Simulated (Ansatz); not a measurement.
GeH4O (SMILES [OH][GeH3]) moved off its minimum; all values from Ansatz (a program for electronic structure), cores frozen in correlated methods.
(charge 0, multiplicity 1)
```xyz
6

Ge    -0.3034     0.1608     0.1202
O      1.2833    -0.4253    -0.3551
H     -0.5220    -0.1685     1.4431
H     -1.1515    -0.8615    -0.7677
H     -0.5516     1.5931    -0.2232
H      1.9952     0.1529     0.0821
```

| level | largest force (eV/Å) | on atom | rms difference from CCSD(T)/aug-cc-pVTZ (eV/Å) | dipole (D) |
|---|---|---|---|---|
| HF/def2-TZVPP | 4.62 | Ge1 | 0.492 | 2.34 |
| PBE/def2-TZVPP | 3.92 | H3 | 0.186 | 1.90 |
| r2SCAN/def2-TZVPP | 4.01 | Ge1 | 0.126 | 1.98 |
| B3LYP/def2-TZVPP | 4.04 | Ge1 | 0.101 | 2.03 |
| wB97M-V/def2-TZVPP | 4.09 | Ge1 | 0.137 | 2.07 |
| MP2/aug-cc-pVTZ | 4.25 | Ge1 | 0.056 | 2.10 |
| CCSD(T)/aug-cc-pVTZ | 4.21 | Ge1 | 0.000 | 2.08 |

The differences count from one level among others, with limits of its own. Forces at CCSD(T)/aug-cc-pVTZ (eV/Å):

```csv
atom,Fx,Fy,Fz
Ge1,-0.904,-1.085,-3.967
O2,2.875,1.497,0.891
H3,-0.644,-0.633,3.966
H4,0.120,0.762,0.389
H5,-0.081,0.914,-0.187
H6,-1.367,-1.454,-1.091
```
